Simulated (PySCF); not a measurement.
Dipole response of V⁺ (vanadium, charge +1)

[Ar] 3d4, high-spin 5D determinant. All numbers are calculated (PySCF 2.14, scalar relativity by spin-free X2C-1e, in aug-cc-pVQZ-DK). Coupled (time-dependent) response in atomic units; α is the mean over directions.

```csv
method,mean α (bohr³),"α xx, yy, zz",C₆ (like pair),S(−4)
PBE0,15.89,"15.20, 15.20, 17.26",59.73,386.2
```

S(−4) is the Cauchy moment in α(ω) = α(0) + S(−4) ω² + …

α(iu) at PBE0:

```json
{"u (hartree)": "0", "α(iu) (bohr³)": "15.89"}
{"u (hartree)": "0.0500", "α(iu) (bohr³)": "15.00"}
{"u (hartree)": "0.100", "α(iu) (bohr³)": "13.08"}
{"u (hartree)": "0.200", "α(iu) (bohr³)": "9.557"}
{"u (hartree)": "0.300", "α(iu) (bohr³)": "7.413"}
{"u (hartree)": "0.500", "α(iu) (bohr³)": "5.141"}
{"u (hartree)": "0.750", "α(iu) (bohr³)": "3.695"}
{"u (hartree)": "1.00", "α(iu) (bohr³)": "2.842"}
{"u (hartree)": "1.50", "α(iu) (bohr³)": "1.860"}
{"u (hartree)": "2.00", "α(iu) (bohr³)": "1.318"}
{"u (hartree)": "3.00", "α(iu) (bohr³)": "0.7615"}
{"u (hartree)": "5.00", "α(iu) (bohr³)": "0.3485"}
```

A single London oscillator, α(iu) = α/(1 + u²/ω²), gives C₆ = (3/4) ω α². Matching the computed C₆ needs ω = 4 × 59.73 / (3 × 15.89²) = 0.315 hartree.

For an ion, C₆ is the dispersion term alone; charge-induced terms of lower order in 1/R come first.

The components differ because the open shell of this determinant is not spherical; for a pure term their mean is the scalar polarisability.
